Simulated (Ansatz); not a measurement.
# Molecular dynamics of CH9NSSi2

Input:

```yaml
crystal:
  periodic: [false, false, false]
  atoms:
    - { symbol: C, position_ang: [-2.049854, 0.248512, 0.805868] }
    - { symbol: S, position_ang: [-0.678, -0.086481, 1.971708] }
    - { symbol: Si, position_ang: [0.825649, -0.451828, 0.499597] }
    - { symbol: "N", position_ang: [0.180166, -1.732714, -0.568001] }
    - { symbol: Si, position_ang: [1.349557, 1.314325, -0.818546] }
    - { symbol: H, position_ang: [-2.096761, -0.515609, 0.012101] }
    - { symbol: H, position_ang: [-2.998056, 0.229382, 1.363275] }
    - { symbol: H, position_ang: [-1.960751, 1.237637, 0.325441] }
    - { symbol: H, position_ang: [1.993602, -0.87487, 1.259915] }
    - { symbol: H, position_ang: [0.175692, -2.659806, -0.072078] }
    - { symbol: H, position_ang: [0.81567, -1.888441, -1.391227] }
    - { symbol: H, position_ang: [1.961011, 2.368497, -0.043127] }
    - { symbol: H, position_ang: [0.181982, 1.860133, -1.469504] }
    - { symbol: H, position_ang: [2.287192, 0.921965, -1.846521] }
basis:
  gaussian: { orbitals: STO-3G }
hamiltonian:
  xc: b3lyp
  dispersion: d4
md:
  timestep: 0.5
  n_steps: 166
  ensemble: nve
  temperature: 700.0
  initial_velocities: maxwell_boltzmann
  seed: 30382
scf:
  lower_state_search: "off"
```

Command:

```bash
$ ansatz run input.yaml --threads 1 --pin off --max-ram 2048MiB --backend cpu --events-out ev --progress --plain --runs-dir out
```

It starts from a relaxed structure.

Output, in part (step lines, the closing report, with atoms numbered from 0):

```
md step     0: t =     0.00 fs  T =   700.0 K  F+E_penalty+E_count = -28931.11612104 eV  E_kin = 1.085784 eV  conserved = -28930.03033705 eV  (12 SCF iters)
[... lines left out ...]
Total energy: -28930.63733386 eV, -1063.1813121292 hartree
Atom 0 at    -2.049770     0.450798     0.892892 Å, force    -2.693505     0.726014     1.318310 eV/Å
Atom 1 at    -0.753195    -0.198635     1.951785 Å, force     0.963159    -0.267427    -0.059862 eV/Å
Atom 2 at     0.843735    -0.406383     0.508687 Å, force    -0.418951    -0.272230     0.274384 eV/Å
Atom 3 at     0.380430    -1.779280    -0.566095 Å, force    -1.516400     0.158380     2.524768 eV/Å
Atom 4 at     1.307979     1.306752    -0.858839 Å, force     0.457847     0.798623     0.651990 eV/Å
Atom 5 at    -2.766128    -0.260244     0.464970 Å, force     0.425039    -0.842971    -0.274968 eV/Å
Atom 6 at    -2.755887     1.064634     1.529985 Å, force     0.973446    -0.276525    -0.364363 eV/Å
Atom 7 at    -1.757076     1.097095     0.090937 Å, force     0.777156     0.723835    -0.889168 eV/Å
Atom 8 at     2.028940    -0.701049     1.305312 Å, force    -0.101758    -0.085277     0.062257 eV/Å
Atom 9 at     0.369030    -2.637255     0.081493 Å, force     0.158929     0.433560    -1.064308 eV/Å
Atom 10 at     1.102051    -1.934337    -1.263313 Å, force     1.430287    -0.617910    -1.155383 eV/Å
Atom 11 at     2.441158     2.148828    -0.348091 Å, force    -1.399945    -0.291535    -0.258125 eV/Å
Atom 12 at     0.070728     1.957459    -1.299718 Å, force     0.682936     0.229609     0.253198 eV/Å
Atom 13 at     1.889106     0.692390    -1.983688 Å, force     0.261760    -0.416146    -1.018729 eV/Å
Dipole moment:     0.262116     0.048628    -0.056444 e Å
```

The steps, from the saved trajectory:

```
time (fs)  T (K)  potential energy less start (eV)  conserved less start (meV/atom)
        0    700                             0.000                             0.00
      2.5    470                             0.362                             0.39
        5    427                             0.426                             0.15
      7.5    313                             0.605                             0.37
       10    392                             0.480                             0.16
     12.5    378                             0.503                             0.27
       15    376                             0.507                             0.24
     17.5    398                             0.473                             0.26
       20    415                             0.445                             0.19
     22.5    343                             0.558                             0.30
       25    390                             0.484                             0.21
     27.5    369                             0.518                             0.25
       30    371                             0.514                             0.24
     32.5    321                             0.591                             0.19
       35    223                             0.744                             0.30
     37.5    233                             0.727                             0.23
       40    213                             0.759                             0.30
     42.5    327                             0.581                             0.18
       45    312                             0.604                             0.20
     47.5    250                             0.702                             0.27
       50    242                             0.715                             0.26
     52.5    292                             0.636                             0.22
       55    349                             0.548                             0.27
     57.5    381                             0.498                             0.16
       60    301                             0.624                             0.37
     62.5    415                             0.443                             0.05
       65    243                             0.715                             0.41
     67.5    321                             0.589                             0.12
       70    252                             0.701                             0.39
     72.5    384                             0.492                             0.15
       75    410                             0.454                             0.25
     77.5    421                             0.435                             0.23
       80    432                             0.420                             0.27
     82.5    424                             0.432                             0.23
```

All steps were run. The conserved energy stayed within 0.41 meV per atom of its start (net change 0.31 meV per atom), so the integration is sound. Over the second half the temperature averaged 0.48 of the 700 K drawn at the start: a run that starts near a minimum puts about half its kinetic energy into the potential. A run of 0.083 ps of so small a system gives no equilibrium averages. Limits of this set-up: minimal basis.

The same pairs are bonded in the first frame and the last. Pairs count as bonded within 1.25 times the sum of covalent radii (0.12 Å more for H–H).

Last frame:

```xyz
14
Properties=species:S:1:pos:R:3
C -2.050 0.451 0.893
S -0.753 -0.199 1.952
Si 0.844 -0.406 0.509
N 0.380 -1.779 -0.566
Si 1.308 1.307 -0.859
H -2.766 -0.260 0.465
H -2.756 1.065 1.530
H -1.757 1.097 0.091
H 2.029 -0.701 1.305
H 0.369 -2.637 0.082
H 1.102 -1.934 -1.263
H 2.441 2.149 -0.348
H 0.071 1.958 -1.300
H 1.889 0.692 -1.984
```

Time of the run: 9.6 min on 1 thread of Intel(R) Xeon(R) Platinum 8175M CPU @ 2.50GHz (Skylake/Cascade Lake), on a shared host, peak memory 0.12 GiB.
